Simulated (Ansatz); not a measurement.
This geometry of C2H7ClSi2 (12 atoms, charge 0, multiplicity 1) is a first-order saddle point.

Theory: RKS r2SCAN/def2-SVP (Ansatz).

```xyz
12
Properties=species:S:1:pos:R:3
Si -1.537 0.370 0.740
C 0.079 0.133 -0.203
Si 1.357 -1.168 0.275
C 0.367 0.905 -1.265
Cl -0.684 2.164 -1.866
H -1.616 1.749 1.307
H -2.707 0.144 -0.159
H -1.587 -0.617 1.858
H 0.880 -1.926 1.466
H 2.666 -0.525 0.605
H 1.582 -2.126 -0.850
H 1.277 0.842 -1.874
```

Question: Which two structures does it join? (They come from a converged band through this point; their orientation in space is the band's.)

Answer: No bond is made or broken. The dihedral Si1–C2–Si3–H11 goes from 60 to 180°. The two ends are copies of one structure, up to a mirror image or an exchange of like atoms.

Initial state:

```xyz
12
Properties=species:S:1:pos:R:3
Si -1.692 0.046 0.334
C 0.124 0.210 -0.143
Si 1.359 -1.117 0.338
C 0.574 1.272 -0.831
Cl -0.449 2.590 -1.351
H -2.112 1.174 1.217
H -2.558 0.016 -0.880
H -1.855 -1.239 1.079
H 1.397 -1.273 1.824
H 2.717 -0.739 -0.159
H 0.961 -2.432 -0.250
H 1.612 1.436 -1.144
```

Final state:

```xyz
12
Properties=species:S:1:pos:R:3
Si -1.395 0.514 0.879
C 0.068 0.125 -0.244
Si 1.292 -1.220 0.219
C 0.268 0.794 -1.391
Cl -0.780 2.069 -1.963
H -1.335 1.926 1.358
H -2.686 0.282 0.167
H -1.320 -0.402 2.057
H 0.593 -2.534 0.350
H 1.933 -0.908 1.532
H 2.345 -1.322 -0.837
H 1.094 0.623 -2.092
```

Question: How far does it lie above each of them?

Answer: 7.9 kJ/mol above the first and 7.9 kJ/mol above the second. This is the barrier of this one path; another mechanism may lie lower.

Run time: 2.9 min on 2 threads of Arm Neoverse V2, on a shared host, peak memory 0.18 GiB.
